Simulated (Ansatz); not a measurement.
The multiplicity is imposed and other spin states were not computed.

Method: Ansatz (a first-principles code) with r2SCAN-D4/def2-SVP. No frequencies were computed at this level.

Ansatz 0.2 input:
```yaml
crystal:
  periodic: [false, false, false]
  atoms:
    - { symbol: Zn, position_ang: [-0.208265, 0.159979, -0.459163] }
    - { symbol: O, position_ang: [-1.341895, -0.858442, 0.311658] }
    - { symbol: H, position_ang: [-2.156076, -1.147133, -0.094753] }
    - { symbol: O, position_ang: [1.34205, 0.860256, -0.313738] }
    - { symbol: H, position_ang: [1.689659, 1.508222, -0.922862] }
basis:
  gaussian: { orbitals: def2-svp }
hamiltonian:
  xc: r2scan
  dispersion: d4
relax:
  max_steps: 150
```

Output:

```
Functional definition: r2SCAN
760 factors; their error is unknown
mean field evaluation 1: about -52520.9743 eV, gradient 8.8e1 eV
mean field evaluation 2: about -52456.2078 eV, gradient 1.9e2 eV
mean field evaluation 4: about -52534.0041 eV, gradient 8.0e0 eV
mean field evaluation 8: about -52534.0554 eV, gradient 1.2e-1 eV
mean field -52534.05544605 eV, -1930.5909287806 hartree, gradient 5.6e-5 eV, S^2 0.000000; 0 other end points of the search recorded, 0 dependent functions left out
reference -52534.05545993 eV, -1930.5909292906 hartree; 24, 24 occupied and 45, 45 virtual orbitals, 760 factors
relax step   1: F+E_penalty+E_count = -52534.06796093 eV  Δ(F+E_penalty+E_count) = +0.000e0 eV  max|allowed force component| = 1.193e0 eV/Å  Δτ_max = 0.0000 Å  (24 SCF iters, accepted)
these checks for a lower state are left out or cut short: starts, cluster_reference, orbital_swaps, neighbouring_geometries, increment
760 factors; their error is unknown
mean field evaluation 16: about -52534.2262 eV, gradient 5.1e-2 eV
mean field -52534.19253045 eV, -1930.5959665393 hartree, gradient 8.5e-5 eV, S^2 0.000000; 0 other end points of the search recorded, 0 dependent functions left out
reference -52534.19254434 eV, -1930.5959670498 hartree; 24, 24 occupied and 45, 45 virtual orbitals, 760 factors
relax step   2: F+E_penalty+E_count = -52534.20490021 eV  Δ(F+E_penalty+E_count) = -1.369e-1 eV  max|allowed force component| = 5.953e-1 eV/Å  Δτ_max = 0.0811 Å  (24 SCF iters, accepted)
these checks for a lower state are left out or cut short: starts, cluster_reference, orbital_swaps, neighbouring_geometries, increment
760 factors; their error is unknown
mean field -52534.27910803 eV, -1930.5991482067 hartree, gradient 7.6e-5 eV, S^2 0.000000; 0 other end points of the search recorded, 0 dependent functions left out
reference -52534.27912198 eV, -1930.5991487194 hartree; 24, 24 occupied and 45, 45 virtual orbitals, 760 factors
relax step   3: F+E_penalty+E_count = -52534.29127092 eV  Δ(F+E_penalty+E_count) = -8.637e-2 eV  max|allowed force component| = 6.122e-1 eV/Å  Δτ_max = 0.1950 Å  (30 SCF iters, accepted)
these checks for a lower state are left out or cut short: starts, cluster_reference, orbital_swaps, neighbouring_geometries, increment
760 factors; their error is unknown
mean field evaluation 32: about -52534.3128 eV, gradient 8.5e-6 eV
mean field -52534.31276710 eV, -1930.6003851550 hartree, gradient 8.5e-6 eV, S^2 0.000000; 0 other end points of the search recorded, 0 dependent functions left out
reference -52534.31278142 eV, -1930.6003856812 hartree; 24, 24 occupied and 45, 45 virtual orbitals, 760 factors
relax step   4: F+E_penalty+E_count = -52534.32496923 eV  Δ(F+E_penalty+E_count) = -3.370e-2 eV  max|allowed force component| = 3.703e-1 eV/Å  Δτ_max = 0.0737 Å  (27 SCF iters, accepted)
these checks for a lower state are left out or cut short: starts, cluster_reference, orbital_swaps, neighbouring_geometries, increment
760 factors; their error is unknown
mean field -52534.34219991 eV, -1930.6014667905 hartree, gradient 7.6e-5 eV, S^2 0.000000; 0 other end points of the search recorded, 0 dependent functions left out
reference -52534.34221501 eV, -1930.6014673457 hartree; 24, 24 occupied and 45, 45 virtual orbitals, 760 factors
relax step   5: F+E_penalty+E_count = -52534.35443659 eV  Δ(F+E_penalty+E_count) = -2.947e-2 eV  max|allowed force component| = 1.632e-1 eV/Å  Δτ_max = 0.2000 Å  (29 SCF iters, accepted)
these checks for a lower state are left out or cut short: starts, cluster_reference, orbital_swaps, neighbouring_geometries, increment
760 factors; their error is unknown
mean field -52534.33666058 eV, -1930.6012632240 hartree, gradient 8.2e-5 eV, S^2 0.000000; 0 other end points of the search recorded, 0 dependent functions left out
reference -52534.33667639 eV, -1930.6012638049 hartree; 24, 24 occupied and 45, 45 virtual orbitals, 760 factors
relax step   6: F+E_penalty+E_count = -52534.34891793 eV  Δ(F+E_penalty+E_count) = +5.519e-3 eV  max|allowed force component| = 1.576e-1 eV/Å  Δτ_max = 0.1999 Å  (29 SCF iters, rejected (line search))
these checks for a lower state are left out or cut short: starts, cluster_reference, orbital_swaps, neighbouring_geometries, increment
760 factors; their error is unknown
mean field -52534.34572230 eV, -1930.6015962362 hartree, gradient 9.2e-6 eV, S^2 0.000000; 0 other end points of the search recorded, 0 dependent functions left out
reference -52534.34573771 eV, -1930.6015968024 hartree; 24, 24 occupied and 45, 45 virtual orbitals, 760 factors
relax step   7: F+E_penalty+E_count = -52534.35797403 eV  Δ(F+E_penalty+E_count) = -3.537e-3 eV  max|allowed force component| = 4.108e-2 eV/Å  Δτ_max = 0.0567 Å  (27 SCF iters, accepted)
these checks for a lower state are left out or cut short: starts, cluster_reference, orbital_swaps, neighbouring_geometries, increment
760 factors; their error is unknown
mean field -52534.34602212 eV, -1930.6016072544 hartree, gradient 7.8e-5 eV, S^2 0.000000; 0 other end points of the search recorded, 0 dependent functions left out
reference -52534.34603764 eV, -1930.6016078245 hartree; 24, 24 occupied and 45, 45 virtual orbitals, 760 factors
relax step   8: F+E_penalty+E_count = -52534.35827650 eV  Δ(F+E_penalty+E_count) = -3.025e-4 eV  max|allowed force component| = 5.270e-2 eV/Å  Δτ_max = 0.0278 Å  (24 SCF iters, accepted)
these checks for a lower state are left out or cut short: starts, cluster_reference, orbital_swaps, neighbouring_geometries, increment
760 factors; their error is unknown
mean field -52534.34343529 eV, -1930.6015121898 hartree, gradient 7.4e-5 eV, S^2 0.000000; 0 other end points of the search recorded, 0 dependent functions left out
reference -52534.34345089 eV, -1930.6015127634 hartree; 24, 24 occupied and 45, 45 virtual orbitals, 760 factors
relax step   9: F+E_penalty+E_count = -52534.35569507 eV  Δ(F+E_penalty+E_count) = +2.581e-3 eV  max|allowed force component| = 3.290e-1 eV/Å  Δτ_max = 0.0240 Å  (25 SCF iters, rejected (line search))
these checks for a lower state are left out or cut short: starts, cluster_reference, orbital_swaps, neighbouring_geometries, increment
760 factors; their error is unknown
mean field evaluation 64: about -52534.3461 eV, gradient 1.2e-4 eV
mean field -52534.34606902 eV, -1930.6016089778 hartree, gradient 2.3e-5 eV, S^2 0.000000; 0 other end points of the search recorded, 0 dependent functions left out
reference -52534.34608454 eV, -1930.6016095480 hartree; 24, 24 occupied and 45, 45 virtual orbitals, 760 factors
relax step  10: F+E_penalty+E_count = -52534.35832638 eV  Δ(F+E_penalty+E_count) = -4.988e-5 eV  max|allowed force component| = 1.257e-2 eV/Å  Δτ_max = 0.0029 Å  (22 SCF iters, accepted)
these checks for a lower state are left out or cut short: starts, cluster_reference, orbital_swaps, neighbouring_geometries, increment
760 factors; their error is unknown
mean field -52534.34608074 eV, -1930.6016094085 hartree, gradient 2.3e-5 eV, S^2 0.000000; 0 other end points of the search recorded, 0 dependent functions left out
reference -52534.34609626 eV, -1930.6016099788 hartree; 24, 24 occupied and 45, 45 virtual orbitals, 760 factors
relax step  11: F+E_penalty+E_count = -52534.35833682 eV  Δ(F+E_penalty+E_count) = -1.044e-5 eV  max|allowed force component| = 4.501e-3 eV/Å  Δτ_max = 0.0020 Å  (22 SCF iters, accepted)
760 factors; their error is unknown
mean field -52534.34608074 eV, -1930.6016094085 hartree, gradient 2.3e-5 eV, S^2 0.000000; 1 other end points of the search recorded, 0 dependent functions left out
reference -52534.34609626 eV, -1930.6016099788 hartree; 24, 24 occupied and 45, 45 virtual orbitals, 760 factors
Total energy: -52534.35835234 eV, -1930.6020603814 hartree
Atom 0 at    -0.072585     0.056609    -0.160147 Å, force    -0.000756     0.000609    -0.001708 eV/Å
Atom 1 at    -1.579495    -0.674331     0.383350 Å, force    -0.003724    -0.001966     0.002184 eV/Å
Atom 2 at    -2.011230    -1.222250    -0.284239 Å, force     0.000345     0.000109    -0.000152 eV/Å
Atom 3 at     1.509682     0.729547    -0.539664 Å, force     0.004501     0.001526    -0.000498 eV/Å
Atom 4 at     1.479101     1.633307    -0.878158 Å, force    -0.000366    -0.000278     0.000175 eV/Å
Dipole moment:    -0.165096     0.127073    -0.359277 e Å
```

Cost: roughly 28 core-seconds.
